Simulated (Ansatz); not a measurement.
A structure relaxed at PBE-D4/def2-SVP in Ansatz, charge 0, singlet:

```xyz
47

Ge    1.036    2.492   -3.256
Ge   -2.613    2.803   -1.788
Ge    3.188   -0.882   -2.636
Ge   -0.477   -0.503   -1.081
Ge    1.634   -3.860   -0.565
Ge    2.668   -0.449    1.357
Ge   -2.112   -3.542    0.938
Ge    0.544    2.883    0.745
Ge   -1.031   -0.135    2.842
Ge   -4.208   -0.254    0.333
Ge    3.272    1.501   -3.180
Ge   -0.367    1.935   -1.322
Ge   -4.297    2.144   -0.140
Ge    2.779    1.995    1.217
Ge    1.768   -1.414   -0.706
Ge   -1.949   -1.098    0.786
Ge    0.050   -4.673    1.112
Ge    1.233   -0.965    3.275
Ge   -0.851    2.303    2.674
H     1.146    4.041   -3.390
H     0.308    1.964   -4.528
H    -3.046    2.252   -3.180
H    -2.557    4.356   -1.899
H     2.610   -1.647   -3.864
H     4.628   -1.421   -2.386
H    -1.057   -1.114   -2.397
H     1.182   -4.383   -1.962
H     3.051   -4.443   -0.285
H     4.098   -1.026    1.601
H    -2.826   -4.043   -0.353
H    -3.013   -3.928    2.149
H     0.617    4.436    0.597
H    -1.965   -0.511    4.036
H    -4.752   -1.021   -0.909
H    -5.140   -0.594    1.535
H     3.959    1.685   -4.567
H     4.135    2.246   -2.125
H    -5.712    2.506   -0.683
H    -4.078    2.942    1.174
H     3.803    2.450    0.140
H     3.253    2.550    2.594
H     0.639   -4.454    2.533
H    -0.158   -6.205    0.919
H     1.224   -2.491    3.575
H     1.799   -0.233    4.530
H    -2.254    2.965    2.572
H    -0.161    2.840    3.965
```

**Question.** Give its formula and point group.

**Answer.** Ge19H28, a nanocrystal cut from cubic germanium. Point group C3v (tolerance 0.1 Å).

**Question.** Summarise the bond lengths by kind (pairs closer than 1.2 times the sum of covalent radii, bridged metal pairs left out).

**Answer.** 24 × Ge–Ge 2.45 Å; 28 × Ge–H 1.55 to 1.56 Å.

Single mean-field runs in def2-SVP are fitted with def2-universal-jkfit.
